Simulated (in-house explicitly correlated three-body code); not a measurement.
The numbers below are computed, except where a source is named.
Two electrons around a charge Z: functional-driven and density-driven errors

The exact non-relativistic ground state comes from a variational code in 260 exponentially correlated functions, the Kohn-Sham parts from inverting its density (past Z = 6 the correlation energy is taken as exact minus Hartree-Fock, equal to within microhartrees), and self-consistent runs (Hartree-Fock is restricted) from a B-spline radial code. Z may be fractional; the second electron is bound down to Z = 0.911.

The total error of a self-consistent run is the error on the exact density (functional-driven) plus the energy gained by relaxing to the functional's own density (density-driven, never positive). «Unbound» marks a run whose level isn't bound or that didn't converge.

```
   Z  PW91 functional (mEh)  PW91 density (mEh)  BP86 functional (mEh)  BP86 density (mEh)  PBE functional (mEh)  PBE density (mEh)
   1                  -1.67             unbound                 -10.51             unbound                 +1.00            unbound
1.24                      ?                   ?                      ?                   ?                     ?                  ?
1.54                  +1.18               -0.83                  -5.98               -0.59                 +6.30              -0.78
1.82                  +3.27               -0.93                  -3.44               -0.64                 +9.56              -0.89
2.44                      ?                   ?                      ?                   ?                     ?                  ?
2.92                 +12.71               -1.16                  +3.81               -0.72                +23.27              -1.12
3.52                 +18.29               -1.22                  +6.16               -0.75                +30.99              -1.19
 4.3                 +25.79               -1.28                  +8.07               -0.78                +41.13              -1.25
 5.3                 +35.67               -1.34                  +9.25               -0.83                +54.20              -1.30
 6.5                 +47.80               -1.38                  +9.50               -0.88                +69.94              -1.34
```

(1) What belongs in the row Z = 1.24?

(2) What belongs in the row Z = 2.44?

(3) Which part of the error is larger?

## Answers

(1) PW91 functional (mEh): -0.74; PW91 density (mEh): -0.69; BP86 functional (mEh): -8.81; BP86 density (mEh): -0.47; PBE functional (mEh): +3.07; PBE density (mEh): -0.63.

(2) PW91 functional (mEh): +8.43; PW91 density (mEh): -1.08; BP86 functional (mEh): +1.18; BP86 density (mEh): -0.70; PBE functional (mEh): +17.19; PBE density (mEh): -1.04.

(3) PW91: functional-driven +47.80, density-driven -1.38 mEh at Z = 6.5; BP86: functional-driven +9.50, density-driven -0.88 mEh at Z = 6.5; PBE: functional-driven +69.94, density-driven -1.34 mEh at Z = 6.5. The density-driven part is second order in the error of the density, so it stays small unless the second electron is loosely bound.
